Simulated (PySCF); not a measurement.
SMILES [CH2]CN, doublet, CAM-B3LYP/def2-SVP optimised geometry.

```
9

C      0.13     1.28     1.26
C     -0.21     0.58     0.00
N      0.30    -0.78     0.00
H      0.10     2.37     1.32
H      0.22     0.70     2.18
H      0.13     1.20    -0.86
H     -1.31     0.53    -0.11
H      1.31    -0.78     0.00
H      0.00    -1.28    -0.83
```

Density from unrestricted CAM-B3LYP/def2-TZVP run with PySCF 2.14.0 at that geometry.

Minimum of the electron density along straight lines between bonded atoms, close to the bond critical point (lines longer than 1.1 times the sum of covalent radii, or with two minima, are not listed):

| bond | length / Å | ρ at the minimum / e bohr⁻³ | ∇²ρ there / e bohr⁻⁵ | position (fraction from the first atom) |
|---|---|---|---|---|
| C1–C2 | 1.484 | 0.271 | -0.74 | 0.50 |
| C2–N3 | 1.453 | 0.274 | -0.72 | 0.41 |
| C1–H4 | 1.092 | 0.278 | -0.96 | 0.65 |
| C1–H5 | 1.093 | 0.278 | -0.96 | 0.65 |
| C2–H6 | 1.113 | 0.270 | -0.91 | 0.64 |
| C2–H7 | 1.111 | 0.270 | -0.91 | 0.64 |
| N3–H8 | 1.019 | 0.334 | -1.56 | 0.73 |
| N3–H9 | 1.018 | 0.335 | -1.57 | 0.73 |
